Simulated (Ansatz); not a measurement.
K6F5⁺. The state is a singlet with charge 1. Geometry PBE0-D4/def2-SVP.

```xyz
11

K     2.279    2.573   -1.308
K     1.218   -1.713   -0.873
K    -1.835   -2.051    1.027
K    -0.490    0.839   -2.772
K    -1.583    1.527    0.602
K     0.598   -1.075    3.466
F     0.612   -2.330    1.418
F     1.848    0.334   -2.062
F    -1.210   -0.630   -0.908
F    -0.108    2.590   -1.037
F    -1.328   -0.063    2.447
```

LC-ωPBE has ω = 0.4 bohr⁻¹. Another isomer (singlet) lies 0.04 eV lower at PBE0-D4/def2-TZVP; other spin states weren't run for this one.

Task: Estimate the orbital energies around the gap (eV) in Ansatz with PBE-D4/def2-SVP, PBE-D4/def2-TZVP, PBE0-D4/def2-SVP, PBE0-D4/def2-TZVP, LC-ωPBE/def2-TZVP.

Result: 
```csv
orbital,PBE-D4/def2-SVP,PBE-D4/def2-TZVP,PBE0-D4/def2-SVP,PBE0-D4/def2-TZVP,LC-ωPBE/def2-TZVP
HOMO−13,-9.12,-9.32,-10.94,-11.17,-14.09
HOMO−12,-9.03,-9.27,-10.87,-11.12,-14.07
HOMO−11,-8.93,-9.20,-10.78,-11.07,-14.00
HOMO−10,-8.83,-9.10,-10.67,-10.96,-13.85
HOMO−9,-8.79,-9.06,-10.62,-10.92,-13.84
HOMO−8,-8.77,-9.06,-10.59,-10.90,-13.80
HOMO−7,-8.75,-9.06,-10.58,-10.90,-13.80
HOMO−6,-8.73,-9.02,-10.55,-10.86,-13.76
HOMO−5,-8.70,-8.99,-10.52,-10.83,-13.73
HOMO−4,-8.65,-8.94,-10.49,-10.79,-13.68
HOMO−3,-8.63,-8.93,-10.48,-10.78,-13.67
HOMO−2,-8.60,-8.90,-10.44,-10.74,-13.62
HOMO−1,-8.41,-8.73,-10.26,-10.58,-13.45
HOMO,-8.39,-8.70,-10.24,-10.56,-13.43
LUMO,-3.86,-3.80,-3.27,-3.22,-2.07
LUMO+1,-3.36,-3.28,-2.81,-2.73,-1.70
LUMO+2,-3.22,-3.12,-2.72,-2.61,-1.68
LUMO+3,-2.88,-2.78,-2.37,-2.28,-1.38
LUMO+4,-2.77,-2.65,-2.29,-2.17,-1.33
LUMO+5,-2.62,-2.50,-2.12,-2.01,-1.15
```
